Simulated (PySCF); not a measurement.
Compound: C₄H₄Cl₃NO.
SMILES: `C(C(Cl)(Cl)Cl)(=C)C(=O)N`

Computed, not measured: TDDFT PBE0/def2-SVPD, vertical, gas phase, core orbitals frozen in the response in PySCF. Geometry: GFN2-xTB, one conformer, isolated molecule. Torsions of this conformer, `[CH2:1]=[C:2]([C:3]([NH2:4])=[O:5])[C:6]([Cl:7])([Cl:8])[Cl:9]`: C1–C2–C3–N4 -167°, C1–C2–C6–Cl7 -7°, H–N4–C3–C2 3°, H–N4–C3–C2 179°.

Computed states:

```json
{"state": "S1", "E (eV)": "4.53", "f": "0.0005"}
{"state": "S2", "E (eV)": "5.21", "f": "0.0020"}
{"state": "S3", "E (eV)": "5.72", "f": "0.0014"}
{"state": "S4", "E (eV)": "5.85", "f": "0.0002"}
{"state": "S5", "E (eV)": "6.09", "f": "0.054"}
{"state": "S6", "E (eV)": "6.15", "f": "0.0007"}
{"state": "S7", "E (eV)": "6.17", "f": "0.0044"}
{"state": "S8", "E (eV)": "6.25", "f": "0.061"}
```

Broadening: Gaussians 0.5 eV wide at half height, area fixed by f = 4.319×10⁻⁹ ∫ε dν̃. The width is an assumption, not a result. The curve ends short of the highest state used, and states not computed would add to its high-energy end.

**Question.** Give the broadened spectrum and its maxima.

**Answer.** 
```
λ (nm)  ε (L mol⁻¹ cm⁻¹)
 219.5               518
 222.6               268
 225.8               155
 228.9               118
 232.0               112
 235.1               114
 238.2               113
 241.3               105
 244.4                90
 247.5                73
 250.6                55
 253.7                41
 256.8                32
 259.9                27
 263.0                25
 266.1                26
 269.2                27
 272.3                27
 275.4                27
 278.5                25
 281.6                22
 284.7                19
 287.8                15
 290.9                12
 294.0                 9
 297.1                 7
 300.2                 5
 303.3                 3
 306.4                 2
 309.5                 1
 312.6                 1
 315.8                 0
 318.9                 0
 322.0                 0
 325.1                 0
 328.2                 0
```

Maxima: 272 nm (4.55 eV), ε about 27, made up of S1 (97%); 236 nm (5.25 eV), ε about 110, made up of S2 (93%) (hardly more than a shoulder) (ε in L mol⁻¹ cm⁻¹; maxima over ε = 5, shares over 10%). At its high-energy end, 5.65 eV, the curve is still rising (ε about 530, from S3, S5 and S8).

**Question.** On this curve, what absorbance would a 10⁻³ mol/L sample give at 222 nm over a 1 cm path?

**Answer.** 222 nm is 5.585 eV, where ε is about 300 L mol⁻¹ cm⁻¹, so A = ε c l ≈ 0.3 (Beer–Lambert, with the gas-phase spectrum and the assumed width).

**Question.** What would ε be at 5.25 eV, the highest of these maxima, with half the width (0.25 eV)?

**Answer.** About 200 L mol⁻¹ cm⁻¹ against 114, a factor of about 1.7; a lone state at its own centre would give exactly 2.

**Question.** Coming from long wavelengths, where does ε first pass 100 L mol⁻¹ cm⁻¹?

**Answer.** At about 243 nm (5.11 eV), 0.58 eV above S1.
